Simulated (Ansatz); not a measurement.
A CCSD(T) single point on C4H6AlClO2, SMILES `[CH3][Al-]1([Cl])[O]C=CC=[O+]1`.

```yaml
crystal:
  periodic: [false, false, false]
  atoms:
    - {symbol: C, position_ang: [0.415171, -2.442574, -0.627961]}
    - {symbol: Al, position_ang: [0.656704, -0.792056, 0.351257]}
    - {symbol: Cl, position_ang: [2.088652, -0.683273, 1.913993]}
    - {symbol: O, position_ang: [0.972681, 0.648178, -0.740907]}
    - {symbol: C, position_ang: [0.365075, 1.758299, -0.681299]}
    - {symbol: C, position_ang: [-0.738712, 2.035796, 0.115121]}
    - {symbol: C, position_ang: [-1.321335, 1.059250, 0.912957]}
    - {symbol: O, position_ang: [-0.911166, -0.132723, 1.039729]}
    - {symbol: H, position_ang: [0.117305, -3.257537, 0.038032]}
    - {symbol: H, position_ang: [-0.351913, -2.352225, -1.402646]}
    - {symbol: H, position_ang: [1.343410, -2.751803, -1.117005]}
    - {symbol: H, position_ang: [0.752741, 2.546363, -1.333927]}
    - {symbol: H, position_ang: [-1.178147, 3.022309, 0.082851]}
    - {symbol: H, position_ang: [-2.223067, 1.312799, 1.478505]}
basis:
  gaussian: {orbitals: def2-SVP}
correlation: {method: ccsd_t}
```

```sh
$ ansatz run in.yaml --threads 2 --pin off --events-out ev --progress --plain --max-ram 32768MiB --backend cuda --devices 0, --max-vram 18GiB
```

Log, shortened:

```
Functional definition: HF
1467 factors; integrals over basis functions are off by at most 1.5e-3 eV
mean field evaluation 1: about -27365.5924 eV, gradient 4.4e1 eV
mean field evaluation 2: about -27365.6073 eV, gradient 4.4e1 eV
mean field evaluation 4: about -27370.1653 eV, gradient 5.5e0 eV
mean field evaluation 8: about -27370.2462 eV, gradient 2.6e-1 eV
mean field evaluation 16: about -27370.2213 eV, gradient 1.6e0 eV
mean field -27370.24675688 eV, -1005.8380160956 hartree, gradient 1.9e-6 eV, S^2 0.000000; 0 other end points of the search recorded, 0 dependent functions left out
16 core orbitals not correlated: weight in the atoms' cores, before any rotation towards them, 1.000 or more for the frozen orbitals, at most 0.000 for the correlated occupied ones
reference -27370.24675688 eV, -1005.8380160956 hartree; 22, 22 occupied and 112, 112 virtual orbitals, 1467 factors
second order -29.22057399 eV of doubles, -0.00000000 eV of singles
cycle   1  -29.78873582 eV  change   -5.7e-1 eV  update   1.4e-1
cycle   2  -30.55361276 eV  change   -7.6e-1 eV  update   4.3e-2
cycle   3  -30.77037580 eV  change   -2.2e-1 eV  update   2.7e-2
cycle   4  -30.76630646 eV  change    4.1e-3 eV  update   8.3e-3
cycle   5  -30.75881908 eV  change    7.5e-3 eV  update   4.1e-3
cycle   6  -30.75916575 eV  change   -3.5e-4 eV  update   1.2e-3
cycle   7  -30.75896846 eV  change    2.0e-4 eV  update   5.1e-4
cycle   8  -30.75881630 eV  change    1.5e-4 eV  update   1.7e-4
cycle   9  -30.75891123 eV  change   -9.5e-5 eV  update   7.7e-5
cycle  10  -30.75892558 eV  change   -1.4e-5 eV  update   4.1e-5
perturbative correction -0.99712661 eV, -0.0366437271 hartree
Total energy: -27402.00280907 eV, -1007.0050294886 hartree
```

Hardware: 2 threads of an AMD EPYC 7R13 on a shared host and a share of an NVIDIA H100 80 GB. Wall time 4 s, peak host memory 0.79 GiB.

The correlation energy is -31.756 eV, 3.1 % of it from (T); the T1 diagnostic reads 0.0167.
